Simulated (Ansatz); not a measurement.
A nudged elastic band was laid between two geometries of CH₄FGaN₂O (10 atoms, charge 0, multiplicity 1).

Method: Ansatz 0.2.0, RKS BHLYP/def2-SVP.

```yaml
movable_images: 5
climbing_image: yes
spring: 5.0 eV/Å²
optimiser: quadratic models (default)
start_path: through a guess of the saddle point
force_threshold: 0.05 eV/Å
iteration_limit: 58
end_points: relaxed
```

Image 0:

```xyz
10
Properties=species:S:1:pos:R:3
N 0.102 -1.672 0.897
C 0.141 -0.500 0.254
F -0.423 1.435 -2.546
N -0.758 0.462 0.333
Ga 0.288 1.534 -0.947
O 1.119 -0.227 -0.514
H 0.831 -2.337 0.719
H -0.672 -1.934 1.477
H -1.596 0.372 0.876
H 1.051 2.816 -0.547
```

Image 6:

```xyz
10
Properties=species:S:1:pos:R:3
N -0.185 -1.563 0.511
C -0.109 -0.418 -0.316
F -0.626 -0.802 -1.523
N -0.804 0.721 0.208
Ga 0.629 1.783 -0.130
O 1.169 0.086 -0.545
H 0.309 -2.330 0.076
H 0.241 -1.371 1.404
H -1.789 0.663 0.392
H 1.247 3.179 -0.074
```

(1) What changes between the two ends?

(2) What energy profile does the band end with?

(3) What is the geometry of the highest image?

The band took 16 iterations and roughly 11 core-minutes.

Results:

(1) Bonds broken: F3–Ga5. Bonds formed: C2–F3. The height of N1 over the plane of its neighbours goes from -0.03 to 0.37 Å.

(2) The run converged. The highest image is number 3 of 0 to 6, 293.3 kJ/mol above the first end and 50.2 kJ/mol above the last; the last end lies 243.1 kJ/mol above the first. The profile has 2 maxima (images 3, 5) with wells between them (image 4): this band takes more than one step, which may be the mechanism or a detour left from its start path. Neighbouring images differ by up to 2.4 eV, so the band resolves the path poorly. A vibrational analysis at the climbing image gives one clearly imaginary mode, 287i cm⁻¹: a first-order saddle point. The orbitals stay closed-shell, which can raise the energy where a bond breaks towards radicals; this wasn't checked here.

```
image  path coordinate (Å)  energy (kJ/mol)  F3–Ga5 (Å)  C2–F3 (Å)  height of N1 over the plane of its neighbours (Å)
    0                 0.00              0.0        1.75       3.45                                              -0.03
    1                 1.02             12.5        1.76       3.12                                              -0.18
    2                 2.03             61.7        1.79       2.54                                              -0.21
    3                 3.05            293.3        2.40       1.61                                              -0.31
    4                 4.06            255.8        3.02       1.41                                              -0.39
    5                 5.06            259.4        3.03       1.38                                               0.32
    6                 6.07            243.1        3.19       1.37                                               0.37
```

(3) 
```xyz
10
Properties=species:S:1:pos:R:3:forces:R:3
N 0.089 -1.619 0.578 0.02 0.02 -0.02
C 0.172 -0.333 0.114 0.02 -0.02 0.00
F -0.721 -0.214 -1.221 0.00 0.03 0.00
N -0.357 0.751 0.848 0.00 0.00 0.05
Ga 0.503 1.725 -0.500 0.00 0.01 -0.04
O 1.348 0.064 -0.377 0.00 0.00 0.00
H 0.514 -2.269 -0.064 -0.02 -0.02 0.02
H -0.843 -1.901 0.832 0.00 0.00 -0.01
H -1.345 0.709 1.046 -0.01 -0.01 -0.02
H 0.725 3.036 -1.252 0.00 -0.01 0.00
```

Time of the run: 5.5 min on 2 threads of Arm Neoverse V2, on a shared host, peak memory 0.35 GiB.
